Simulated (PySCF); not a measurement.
# Ions at one geometry of [Y(H2O)3]3+

PySCF 2.14.0, RKS PBE0, Y def2-SVP with ECP28, O def2-SVP, H def2-SVP; non-relativistic Hamiltonian with scalar-relativistic core potentials where named; density fitting; no spin-orbit coupling; singlets restricted, open shells unrestricted. The geometry is relaxed for charge +3, singlet, vacuum (a saddle point, kept by symmetry):

```xyz
10

Y     0.0000    0.0000    0.0000
O     2.2286    0.0000    0.0000
H     2.8442    0.0000    0.7731
H     2.8442    0.0000   -0.7731
O    -1.1143    1.9300    0.0000
H    -1.4221    2.4632    0.7731
H    -1.4221    2.4632   -0.7731
O    -1.1143   -1.9300    0.0000
H    -1.4221   -2.4631    0.7731
H    -1.4221   -2.4631   -0.7731
```

Energies count from the relaxed state; an electron taken off or put on is at rest in vacuum. Charges and spins are Mulliken's.

```
                     state  energy (eV)  spin squared  charge on Y1 (e)  spin on Y1 (e)  dipole about the centre of mass (D)
charge +3, singlet, vacuum         0.00          0.00              1.89            0.00                                 0.00
charge +4, doublet, vacuum        27.45          0.76              2.04           -0.08                                 0.00
```

Problem. What does the state charge +2, doublet, vacuum give?

Solution. energy (eV) -15.52, spin squared 0.75, charge on Y1 (e) 1.14, spin on Y1 (e) 1.00, dipole about the centre of mass (D) 0.00.

With an electron taken off (doublet) the charges change, summed by element, by Y +0.15 e, O +0.55 e, H +0.30 e. The vertical ionisation energy is 27.45 eV, against −ε(HOMO) = 25.29 eV of the relaxed state. The level lies 2.2 eV too high, as is usual for semilocal functionals and global hybrids, which keep a self-interaction error.

With an electron put on (doublet) the charges change, summed by element, by Y -0.76 e, O -0.01 e, H -0.23 e. The vertical electron affinity is 15.52 eV, against −ε(LUMO) = 17.63 eV of the relaxed state.

Open shells may have lower solutions than those found.
